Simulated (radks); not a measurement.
Values are calculated unless marked as measured or tabulated.
Valence configurations of Sb2+ (all share [Kr]). Code: a radial shooting solver on a logarithmic mesh with Libxc functionals. Model: scalar-relativistic Kohn-Sham, LDA (Slater exchange, Perdew-Wang correlation), spin-polarised, spherical densities, finite nucleus; open shells are filled with parallel spins first (spin-orbit coupling, left out, can overturn this in heavy ions); Fermi nuclear charge, rms radius 4.6802 fm. Order these by energy: 4d9 5s2 5p2; 4d10 5s2 5p1; 4d9.5 5s2 5p1.5; 4d8 5s2 5p3; 4d9.5 5s1 5p2.5; 4d9 5s1 5p3; 4d10 5p3; 4d9 5p4; 4d10 5s1 5p2.

Answer. From the lowest, in eV above it: 4d10 5s2 5p1 0.000; 4d10 5s1 5p2 7.920; 4d9.5 5s2 5p1.5 16.048; 4d10 5p3 17.550; 4d9.5 5s1 5p2.5 23.871; 4d9 5s2 5p2 33.059; 4d9 5s1 5p3 40.781; 4d9 5p4 53.513; 4d8 5s2 5p3 69.984. NIST lists [Kr] 4d10 5s2 5p1 as the ground configuration; this level of theory agrees among the configurations tried. The energies are those of spherical high-spin densities, not of single terms.
